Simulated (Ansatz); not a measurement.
Stretch profile

BClOF (SMILES [O]B(F)Cl), doublet, at its PBE0-D4/def2-TZVP minimum:

```
4
angstrom
O -0.2399 -1.2574 -0.5180
B -0.0973 -0.0060 -0.0617
F -0.9969 0.9298 -0.2571
Cl 1.3897 0.2732 0.8165
```

The bond length B2–Cl4 (1.749 Å at the minimum) is set to the values below, the two halves moving rigidly along the bond. Each method's energies count from its own value at the PBE0-D4 minimum structure. Computed with Ansatz 0.2.0 (basis: def2-TZVPP); correlated methods freeze the cores; orbitals are unrestricted. B3LYP uses VWN-RPA correlation.

```csv
bond length (Å),CCSD(T) (kcal/mol),HF (kcal/mol),r2SCAN-D4 (kcal/mol),PBE-D4 (kcal/mol)
1.504,27.02,27.95,26.07,27.39
1.556,15.44,16.00,14.90,16.03
1.631,5.24,5.44,5.07,5.83
1.720,0.35,0.36,0.35,0.55
1.817,0.98,1.05,0.89,0.37
1.922,6.01,6.46,5.58,4.18
2.034,14.22,15.37,13.21,10.75
2.152,24.37,26.59,22.56,18.93
2.274,35.28,38.91,32.52,27.65
```

Minimum and curvature along this coordinate at CCSD(T): A fifth-order fit through the nearest points gives 1.755 Å, with a curvature of about 24 eV/Å².

Treat the two halves as rigid bodies and work out the harmonic wavenumber of this stretch from that curvature (ν̃ = 521.5 √(k/μ) cm⁻¹ with k in eV/Å² and μ in u).

The halves weigh 45.81 and 35.45 u, so μ = 45.81 × 35.45/81.26 = 19.985 u and ν̃ = 521.5 √(24/19.985) ≈ 570 cm⁻¹. A true normal mode mixes in other motions, so this is a guide only.

Largest difference from the CCSD(T) curve over the scan: PBE0-D4 1.60; B3LYP-D4 4.02; wB97M-V 0.69; MP2 2.81 kcal/mol. Each curve counts from its own value at the minimum.

No T1 diagnostic of these runs exceeds 0.025. ⟨S²⟩ of the unrestricted Hartree–Fock references: 0.76 to 0.78 (a pure state has 0.75).

For scale, one of the runs: CCSD(T)/def2-TZVPP, 135 basis functions (an equivalent command: `ansatz run in.yaml --threads 4`). Hardware: 4 CPU threads, shared host. Wall time 25 s; peak host memory 1.9 GiB.
